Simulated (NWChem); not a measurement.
## Relativistic effects in F$_{3}$Ge

```xyz
4

F      0.8028    -0.3604     1.3918
Ge     0.0007     0.3026     0.0000
F      0.8028    -0.3604    -1.3918
F     -1.6079    -0.3549     0.0000
```
Charge 0, spin multiplicity 2.

Program: NWChem. Structure: optimised with UB3LYP/def2-SVP, a minimum by its harmonic frequencies.

Functional B3LYP, all-electron basis x2c-SVPall-2c, contracted for the X2C Hamiltonian and used here with ZORA. The ion keeps the geometry and has multiplicity 1 in the scalar run; the spin-orbit run starts from the same electron counts.

Relative cost: rough, from shared machines, SCF included, scalar ZORA = 1.

B3LYP has NWChem's definition, with VWN1-RPA local correlation. The structure started from a generated list of species. No SCF solution was tested for a lower state.

```tsv
Hamiltonian	ΔSCF ionisation energy (eV)	relative cost
scalar ZORA	11.45	1
spin-orbit ZORA	11.45	under 3
```

From scalar ZORA to spin-orbit ZORA the ionisation energy is nearly the same.
